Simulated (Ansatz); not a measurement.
Ansatz results at the PBE0-D4/def2-TZVP geometry: HOMO energy (B3LYP/def2-TZVPP) -7.94 eV; HOMO energy (PBE0/def2-TZVPP) -8.13 eV; size of the dipole moment (ωB97M-V/def2-TZVPP) 1.20 D.

Each molecule was computed in one conformer, which needn't be the lowest.

Task: Which molecule gave them?
A. `CCC(O)O`
B. `F[SiH2]O[SiH2][SiH3]`
C. `C#CBO`
D. `N1[SiH2]OP1`

Result: B. The others give `N1[SiH2]OP1`: -6.48, -6.66, 1.85; `CCC(O)O`: -7.86, -8.10, 0.20; `C#CBO`: -8.13, -8.38, 1.99.

B3LYP here is the variant with VWN-RPA as its local correlation; programs differ in this.
